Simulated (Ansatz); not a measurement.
`BB(O)Br` + H₂ → `BBBr` + H₂O at 500 K and 1 bar (hydrogenolysis of a B–O bond).

Computed with Ansatz on PBE0-D4/def2-TZVP structures; ΔE is electronic, products minus reactants. CCSD(T)/CBS is the MP2 limit (def2-TZVPP, def2-QZVPP) plus CCSD(T) − MP2 in def2-TZVPP, frozen cores. This one scheme is used for every species. For Br outer-core shells are correlated without core-valence functions, which leaves a few kJ/mol of doubt a bond. Scalar relativity is left out up to krypton. One conformer a species, not always the lowest.

```csv
species,CCSD(T)/CBS energy (Eh),H − E (kJ/mol),S (J/(mol·K))
`BB(O)Br`,-2699.94100,140.1,364.1
H₂,-1.17544,41.0,145.5
`BBBr`,-2624.69394,115.3,332.3
H₂O,-76.37941,73.2,206.3
```

H − E and S are ideal-gas, rigid-rotor, harmonic terms from PBE0-D4/def2-TZVP, for one conformer and one mirror image of each species. The MP2-based limit puts H₂ 0.8 mEh under its directly extrapolated value; such offsets cancel only in part. 1 Eh = 2625.50 kJ/mol, R = 8.31446 J/(mol·K).

Problem. By hand: ΔE, ΔH, ΔS and ΔG.

Solution. ΔE = (-2624.69394) + (-76.37941) − (-2699.94100) − (-1.17544) = 0.04309 Eh = 113.1 kJ/mol. Δ(H − E) = 115.3 + 73.2 − 140.1 − 41.0 = 7.4, so ΔH = 120.5 kJ/mol. ΔS = 332.3 + 206.3 − 364.1 − 145.5 = 29.0 J/(mol·K). ΔG = 120.5 − 500 × (29.0)/1000 = 106.0 kJ/mol.

Problem. By hand: the equilibrium constant, and the temperature at which ΔG would vanish if ΔH and ΔS stayed fixed.

Solution. log₁₀ K = −ΔG/(RT ln 10) = -11.1. ΔG = 0 at ΔH/ΔS = 4155 K, far beyond where these terms or the molecules hold.

ΔH outweighs TΔS. A doubt of 5 kJ/mol in ΔE shifts log₁₀ K by 0.5 here. Other conformers and mirror images would add mixing entropy, several J/(mol·K) or more a flexible species. These are equilibria of isolated gas molecules and say nothing of rates. Largest T1 diagnostic: 0.011 (customary marks: 0.02 for closed shells, 0.045 for open ones).
